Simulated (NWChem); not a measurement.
System: TTF (C$_{6}$H$_{4}$S$_{4}$); SMILES C1=CSC(=C2SC=CS2)S1

Not confirmed as a minimum by frequencies.

Task: Give the equilibrium geometry at PBE0/def2-SVP (NWChem) as a Z-matrix, with the point group.

Result: point group D2h; any orientation.
```
C
C 1 1.3524
S 1 1.7703 2 122.84
C 3 1.7453 1 94.90 2 180.00
C 4 1.3398 3 117.93 1 0.00
H 5 1.0910 4 124.61 3 180.00
H 4 1.0910 5 124.61 6 0.00
S 5 1.7453 6 117.46 4 180.00
S 2 1.7703 1 122.84 3 0.00
C 9 1.7453 2 94.90 1 180.00
C 10 1.3398 9 117.93 2 0.00
H 10 1.0910 11 124.61 2 180.00
H 11 1.0910 10 124.61 12 0.00
S 11 1.7453 13 117.46 10 180.00
```
